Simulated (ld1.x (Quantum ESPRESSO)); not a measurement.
# How hard is this lithium TM semilocal potential?

lithium (Li), norm-conserving Troullier–Martins (semilocal form), made with ld1.x (Quantum ESPRESSO) 7.5 (PBEsol, scalar-relativistic). Core none, reference 1s2 2s0.5 2p0 (charge +0.5). Waves: 1s (bound): rc 0.45 bohr; 3d channel at 0.15 Ry: rc 3.70 bohr; 2p (bound, empty): rc 4.20 bohr. Local part: the p channel. Core correction: none.

Occupied shells without a wave of their own: 2s. They enter only through the test configuration that unscreens the potential.

The pseudo-atom Hamiltonian at the reference potential is diagonalised in spherical Bessel functions j_l(qr) that vanish at 20 bohr, with q² up to the cutoff. All-electron valence levels (Ry): 1s -4.0604, 2s -0.3857, 2p -0.2402.

Problem. How do the lowest levels (Ry) of each channel move with the cutoff, and are there ghosts?

Solution.

| cutoff (Ry) | s #1 | s #2 | d #1 | d #2 | p #1 | p #2 | Σ f·Δε (mRy) |
| --- | --- | --- | --- | --- | --- | --- | --- |
| 8 | -1.9710 | -0.2776 | -0.0451 | 0.0461 | -0.2402 | -0.0499 | 4232.9 |
| 15 | -2.4445 | -0.3087 | -0.0451 | 0.0461 | -0.2402 | -0.0499 | 3270.4 |
| 25 | -2.8740 | -0.3331 | -0.0451 | 0.0461 | -0.2402 | -0.0499 | 2399.2 |
| 35 | -3.1591 | -0.3470 | -0.0451 | 0.0461 | -0.2402 | -0.0499 | 1821.9 |
| 50 | -3.4461 | -0.3603 | -0.0451 | 0.0461 | -0.2402 | -0.0499 | 1241.5 |
| 70 | -3.6533 | -0.3694 | -0.0451 | 0.0461 | -0.2402 | -0.0499 | 822.4 |
| 100 | -3.8312 | -0.3766 | -0.0451 | 0.0461 | -0.2402 | -0.0499 | 463.0 |
| 140 | -3.9581 | -0.3817 | -0.0451 | 0.0461 | -0.2402 | -0.0499 | 206.8 |
| 180 | -4.0148 | -0.3838 | -0.0451 | 0.0461 | -0.2402 | -0.0499 | 92.2 |
| 260 | -4.0532 | -0.3853 | -0.0451 | 0.0461 | -0.2402 | -0.0499 | 14.7 |
| 400 | -4.0605 | -0.3856 | -0.0451 | 0.0461 | -0.2402 | -0.0499 | 0.0 |

Result: no extra level below or beside the all-electron valence levels (s, d, p tested); the semilocal form is local in each channel, so this says nothing of the separable form that plane-wave codes build from it; 10 mRy is reached at 300 Ry and 1 mRy at over 300 Ry.
